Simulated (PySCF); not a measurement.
# Exercise with solution: oscillator strength and radiative lifetime

BClH₃NO, SMILES NB(O)Cl.

The structure is a stationary point at B3LYP-D3(BJ)/def2-SVP. Other conformers were not sampled.

TDDFT-ωB97X/def2-SVPD (PySCF 2.14.0) puts the first singlet state with f over 0.02 at 8.67 eV (vertical), with the transition dipole (-0.354, 0.279, 0.000) in atomic units.

Problem. Find the oscillator strength, the wavelength and the radiative lifetime that this transition would have in vacuum if emission retraced absorption.

Solution. 
|μ|² = 0.2032 au, so |μ| = 1.15 D. ΔE = 8.67/27.211 = 0.3186 hartree. f = (2/3) ΔE |μ|² = 0.043 (the program prints 0.043).
λ = 1239.84/8.67 = 143 nm; ν = 69928 cm⁻¹.
Einstein's coefficient A = 0.6670 ν² f s⁻¹ (ν in cm⁻¹) = 1.4e8 s⁻¹, so τ = 1/A = 7.1 ns. This state is S2; the lower singlet has f = 0.014. The figure is the radiative limit of this one transition; relaxation, internal conversion, crossing to triplets and a medium change what is measured.
